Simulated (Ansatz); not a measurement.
Relaxation of Al4⁺ with UKS PBE-D4/def2-TZVP.

```sh
$ ansatz run in.yaml --threads 4 --pin off --events-out ev --progress --plain --max-ram 3916MiB
```

```yaml
crystal:
  periodic: [false, false, false]
  atoms:
    - {symbol: Al, position_ang: [0.667060, 0.470150, 0.428410]}
    - {symbol: Al, position_ang: [-1.529310, -0.620270, 1.211520]}
    - {symbol: Al, position_ang: [2.430080, -0.783170, -0.920120]}
    - {symbol: Al, position_ang: [-1.567830, 0.933290, -0.719810]}
basis:
  gaussian: {orbitals: def2-TZVP}
total_charge: 1
magnetization: {spin_polarized: true, initial_magnetization: 1}
hamiltonian: {xc: pbe, dispersion: d4}
scf: {lower_state_search: "off"}
output: {orbitals: {seedname: orbitals}}
relax: {f_tol: 0.02, max_steps: 100}
```

It took 13 s on 4 threads of Arm Neoverse V2 on a shared host.

Positions (Å) and forces (eV/Å) at steps 1, 2, 3, 4, 5, 6, 7, 9 of 9:

```xyz
4
step=1 energy=-26365.1657 eV
Al    0.667    0.470    0.428   -0.539    0.531    0.584
Al   -1.529   -0.620    1.212    0.032   -0.126    0.074
Al    2.430   -0.783   -0.920    0.540   -0.478   -0.493
Al   -1.568    0.933   -0.720   -0.034    0.073   -0.164
4
step=2 energy=-26365.2703 eV
Al    0.652    0.548    0.499   -0.282    0.327    0.309
Al   -1.517   -0.646    1.201    0.034   -0.080    0.015
Al    2.429   -0.829   -0.957    0.222   -0.265   -0.255
Al   -1.564    0.928   -0.742    0.026    0.018   -0.070
4
step=3 energy=-26365.3500 eV
Al    0.640    0.708    0.609   -0.116    0.109    0.131
Al   -1.458   -0.713    1.156    0.096   -0.021   -0.023
Al    2.332   -0.897   -0.988   -0.023   -0.085   -0.065
Al   -1.515    0.903   -0.777    0.043   -0.004   -0.043
4
step=4 energy=-26365.4102 eV
Al    0.623    0.856    0.735   -0.103    0.071    0.029
Al   -1.337   -0.780    1.094    0.083   -0.025   -0.028
Al    2.144   -0.941   -0.994   -0.088   -0.033   -0.012
Al   -1.430    0.865   -0.836    0.108   -0.013    0.012
4
step=5 energy=-26365.4658 eV
Al    0.583    0.986    0.822   -0.093    0.066    0.112
Al   -1.220   -0.849    1.042    0.091    0.004   -0.004
Al    1.951   -0.971   -0.989   -0.046   -0.065   -0.058
Al   -1.314    0.834   -0.875    0.047   -0.006   -0.050
4
step=6 energy=-26365.5212 eV
Al    0.511    1.103    0.958   -0.137    0.110    0.047
Al   -1.087   -0.888    1.012    0.030    0.024   -0.048
Al    1.774   -1.012   -1.020    0.044   -0.122   -0.094
Al   -1.198    0.797   -0.950    0.063   -0.012    0.095
4
step=7 energy=-26365.5409 eV
Al    0.409    1.241    1.050    0.017   -0.006    0.053
Al   -0.979   -0.921    0.957   -0.022    0.025    0.031
Al    1.667   -1.099   -1.065    0.068   -0.027   -0.036
Al   -1.097    0.779   -0.943   -0.062    0.008   -0.047
4
step=9 energy=-26365.5434 eV
Al    0.421    1.221    1.047   -0.008   -0.004   -0.003
Al   -0.998   -0.908    0.970    0.000    0.008   -0.001
Al    1.696   -1.094   -1.069    0.006   -0.004   -0.004
Al   -1.119    0.780   -0.949    0.001    0.000    0.007
```

The relaxation made no stability test and no search for a lower SCF solution. The structure comes from a short search, and lower isomers may exist.
